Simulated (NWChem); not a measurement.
System meant: SnCl2, singlet; SMILES [Cl][Sn][Cl]

Here is an NWChem input.

```
start job
memory heap 200 mb stack 900 mb global 1100 mb
geometry units angstroms noautoz
  Sn     0.000000     0.000000     0.633027
  Cl    -1.844009     0.000000    -0.919961
  Cl     1.844009     0.000000    -0.919961
end
basis spherical
  * library def2-svp
end
dft
  xc pbe0
  iterations 150
  mulliken
end
task dft energy
```

End of the output:

```
             Grid Information
             ----------------
          Grid used for XC integration:  medium
          Radial quadrature: Mura-Knowles
          Angular quadrature: Lebedev.
          Tag              B.-S. Rad. Rad. Pts. Rad. Cut. Ang. Pts.
          ---              ---------- --------- --------- ---------
          Sn                  1.45      123           8.0       590
          Cl                  1.00       88          10.0       590
          Grid pruning is: on
          Number of quadrature shells:   211
          Spatial weights used:  Erf1

          Convergence Information
          -----------------------
          Convergence aids based upon iterative change in
          total energy or number of iterations.
          Levelshifting, if invoked, occurs when the
          HOMO/LUMO gap drops below (HL_TOL):  1.00D-02
          DIIS, if invoked, will attempt to extrapolate
          using up to (NFOCK): 10 stored Fock matrices.

                    Damping( 0%)  Levelshifting(0.5)       DIIS
                  --------------- ------------------- ---------------
          dE  on:    start            ASAP                start
          dE off:    2 iters        150 iters           150 iters

      Screening Tolerance Information
      -------------------------------
          Density screening/tol_rho:  1.00D-10
          AO Gaussian exp screening on grid/accAOfunc:  14
          CD Gaussian exp screening on grid/accCDfunc:  20
          XC Gaussian exp screening on grid/accXCfunc:  20
          Schwarz screening/accCoul:  1.00D-08

      Superposition of Atomic Density Guess
      -------------------------------------

      charge =      50.0 Sn (Tin)

      symmetry species            s     p     d     f
      number of basis functions =10     7     6
      number of cont. functions = 4     4     2
      number of closed shells   = 5     3     2
      number of open shells     = 0     1     0
      open shell occupation     = 0     2     0
 ------------------------------------------------------------------------
 atomscf:atomd: error in atom scf                   0
 ------------------------------------------------------------------------
 ------------------------------------------------------------------------
  current input line :
    16: task dft energy
 ------------------------------------------------------------------------
 ------------------------------------------------------------------------
 This error has not yet been assigned to a category
 ------------------------------------------------------------------------
 For more information see the NWChem manual at https://nwchemgit.github.io

0:atomscf:atomd: error in atom scf:Received an Error in Communication
```

### Question
What is wrong, and how is it mended?

### Answer
The run crashed. Cause: the def2 basis of a heavy element holds valence functions alone and wants its effective core potential (without it all electrons must fit into that basis). This input runs:
```
start job
memory heap 200 mb stack 900 mb global 1100 mb
geometry units angstroms noautoz
  Sn     0.000000     0.000000     0.633027
  Cl    -1.844009     0.000000    -0.919961
  Cl     1.844009     0.000000    -0.919961
end
basis spherical
  * library def2-svp
end
ecp
  Sn library def2-ecp
end
dft
  xc pbe0
  iterations 150
  mulliken
end
task dft energy
```
It converges to -1134.22122 Ha (PBE0/def2-SVP with def2 effective core potentials on Sn).
